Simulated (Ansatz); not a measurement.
**Two structures, one formula**

The two ends of one reaction step of SnNH₇, closed shell (PBE0-D4/def2-TZVP).

A:

```
9
angstrom
Sn -0.9997 -1.0777 -0.2013
H 0.5356 -1.8024 -0.3330
H -2.1608 -2.3289 -0.4349
H -1.2740 -0.4382 1.3529
H -1.2695 0.0760 -1.4242
H 1.7565 0.9595 0.9621
N 1.1041 1.1900 0.2223
H 0.6616 2.0660 0.4732
H 1.6464 1.3557 -0.6170
```

B:

Sn1  (-1.277, -0.017, -0.481)
H2  (2.360, -1.552, 1.578)
H3  (-1.016, -1.427, -1.403)
H4  (-1.956, -0.360, 1.043)
H5  (-2.292, 1.065, -1.343)
H6  (1.987, -1.019, 1.205)
N7  (0.570, 0.748, -0.106)
H8  (0.541, 1.589, 0.457)
H9  (1.082, 0.973, -0.950)
(Å)

Ansatz 0.2.0; basis: def2-TZVPP; cores frozen in the correlated methods. Filled d shells of the heavier atoms are correlated. Core potentials replace the inner electrons of the atoms past krypton. The def2 sets are not built for correlating such inner shells, so the correlated values are less sure here. B3LYP uses VWN-RPA correlation.

(1) Which structure is lower at CCSD(T), and by how much? (An estimate is asked for; the value comes from the calculation.)

T1 diagnostic: at most 0.013.

## Answers

(1) The calculation gives: A, by 0.450 eV (electronic energy, against the other). By their contacts, A is a complex of SnH₄ + NH₃ and B is a complex of SnNH₅ ([NH2][SnH3]) + H₂.

All methods give the same order:

```tsv
method	E(B) − E(A) (eV)
SPW92	0.558
PBE-D4	0.448
BLYP-D4	0.394
r2SCAN-D4	0.451
B97M-V	0.572
PBE0-D4	0.503
B3LYP-D4	0.452
r2SCAN0-D4	0.502
BHLYP-D4	0.513
CAM-B3LYP-D4	0.486
wB97X-V	0.471
wB97M-V	0.491
B2PLYP	0.427
PBE-QIDH	0.479
RPA on PBE	0.429
HF	0.563
MP2	0.376
CCSD	0.485
CCSD(T)	0.450
```

Labels in which every atom is bracketed show which atoms are joined, not bond orders.

For scale, one of the runs: CCSD(T)/def2-TZVPP, 179 basis functions, launched by `ansatz run in.yaml --threads 2 --pin off --events-out ev --progress --plain --max-ram 4352MiB`. The run took 24 s on 2 CPU threads (shared host), with 1.9 GiB of host memory at its peak.
